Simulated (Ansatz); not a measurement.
Relaxation of AlClF2H3N (8 atoms, charge 0, multiplicity 1), to a largest force component of 0.03 eV/Å in at most 50 steps.

All numbers below come from RKS PBE-D4/def2-SVP in Ansatz.

```xyz
8
Properties=species:S:1:pos:R:3
Al 0.025 0.392 -0.044
Cl -0.165 0.549 2.135
F 1.513 0.625 -0.751
F -1.356 0.405 -0.973
N 0.109 -2.516 0.994
H -0.608 -3.228 0.812
H 1.005 -2.994 1.147
H -0.136 -2.016 1.878
```

Question: Where does it end, and by what steps?

Answer: The run converged. After 11 steps the energy has fallen by 1.322 eV; H6 moved furthest, 0.72 Å. Joined: Al1–N5 (3.09 → 2.02 Å).

```tsv
step	energy less start (eV)	largest force component (eV/Å)	accepted
0	0.0000	1.424	yes
1	-0.2755	0.825	yes
2	-0.6650	0.628	yes
3	-1.0731	0.615	yes
4	-1.2337	1.241	yes
5	-1.2933	0.477	yes
6	-1.3162	0.171	yes
7	-1.3188	0.117	yes
8	-1.3210	0.065	yes
9	-1.3215	0.049	yes
10	-1.3216	0.030	yes
11	-1.3216	0.008	yes
```

```xyz
8
Properties=species:S:1:pos:R:3
Al 0.023 -0.136 0.298
Cl -0.253 0.877 2.148
F 1.541 -0.009 -0.420
F -1.302 -0.202 -0.738
N 0.086 -2.067 0.898
H -0.666 -2.611 0.450
H 0.988 -2.497 0.644
H -0.029 -2.138 1.919
```

Whether the end is a true minimum wasn't checked by a vibrational analysis.

Time of the run: 10 s on 2 threads of Intel(R) Xeon(R) 6975P-C (Granite Rapids) (shared host), peak memory 0.16 GiB.
